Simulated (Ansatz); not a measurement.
`CO[SiH2]P` + CH₃NH₂ → `CN[SiH2]OC` + PH₃  (cleavage of the Si–P bond)

Program: Ansatz. Geometries: PBE0-D4/def2-TZVP. ΔE: electronic, gas phase. CBS: MP2 limit from def2 TZ/QZ plus the TZ coupled-cluster correction, frozen cores. This one scheme is used for every species. Functionals use def2-TZVPP. B3LYP here is the variant with VWN-RPA as its local correlation; programs differ in this. Each species was taken in one conformer, which may not be the lowest.

Problem. Is it downhill or uphill in electronic energy at CCSD(T)/CBS, and by how much? (An estimate is asked.)

Solution. Ansatz gave: Downhill: ΔE = -47.4 kJ/mol.

Problem. What do these levels give: PBE-D4, PBE0-D4, B3LYP-D4, ωB97X-V, ωB97M-V, B2PLYP, PBE, r2SCAN, B3LYP, MP2/def2-TZVPP, CCSD(T)/def2-TZVPP, CCSD/CBS(def2)? (Estimate.)

Solution. Computed: PBE-D4 -35.6, PBE0-D4 -38.8, B3LYP-D4 -49.1, ωB97X-V -48.1, ωB97M-V -51.3, B2PLYP -50.3, PBE -34.6, r2SCAN -42.9, B3LYP -47.9, MP2/def2-TZVPP -51.9, CCSD(T)/def2-TZVPP -50.4, CCSD/CBS(def2) -49.0 kJ/mol.

Largest T1 diagnostic among the species: 0.013.

In def2-TZVPP, CCSD(T) changes the Hartree–Fock value by +6.7 kJ/mol (the triples alone add +1.5 kJ/mol) and MP2 by +5.2 kJ/mol. From PBE to PBE0 (25 % exact exchange), in def2-TZVPP and without D4, ΔE moves by −3.2 kJ/mol.
